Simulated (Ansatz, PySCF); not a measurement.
Molecule: GeCl₂ (charge 0, singlet). SMILES: [Cl][Ge][Cl]
Structure (B3LYP-D3(BJ)/def2-TZVP (Ansatz, a first-principles code) minimum search):
```xyz
3

Ge    -0.0079     0.0041     0.7266
Cl     1.0991     1.2918    -0.6793
Cl    -1.0842    -1.2996    -0.6884
```
Charge 0, spin multiplicity 1.

Quantity: vertical ionisation energy (to the doublet state of charge +1; each state is the SCF solution reached for its spin), in eV. Cores are frozen in the correlated levels unless marked. UHF or UKS for open shells. Spin-orbit coupling is left out. Frozen are the shells of the preceding noble gas and the d and f shells that filled before the atom's block. No relativistic terms. Basis-set limits of correlation are two-point, X^-3; Hartree-Fock from the larger set. The bracket is a focal-point correction in the basis named.

```csv
level,program,vertical ionisation energy (eV),minus last row
HF/def2-SVPD,Ansatz,9.80,-0.65
HF/def2-QZVPPD,Ansatz,9.67,-0.78
B3LYP/def2-TZVPD,Ansatz,10.38,-0.07
CAM-B3LYP/def2-TZVPD,Ansatz,10.52,0.07
MP2/def2-SVPD,Ansatz,10.34,-0.11
"RI-MP2/CBS(def2-TZVPPD,def2-QZVPPD)",Ansatz,10.52,0.07
SCS-MP2/def2-SVPD,Ansatz,10.35,-0.10
SCS-MP2/def2-TZVPPD,Ansatz,10.40,-0.05
CCSD/def2-TZVPPD,Ansatz,10.34,-0.11
"RI-MP2/CBS(def2-TZVPPD,def2-QZVPPD)+[CCSD(T)-MP2]/def2-TZVPPD",Ansatz,10.45,0.00
```

For comparison, minus the highest occupied orbital energy (PySCF): 10.60 eV at HF/def2-TZVPD, 7.20 eV at TPSS/def2-TZVPD, 9.22 eV at M06-2X/def2-TZVPD.
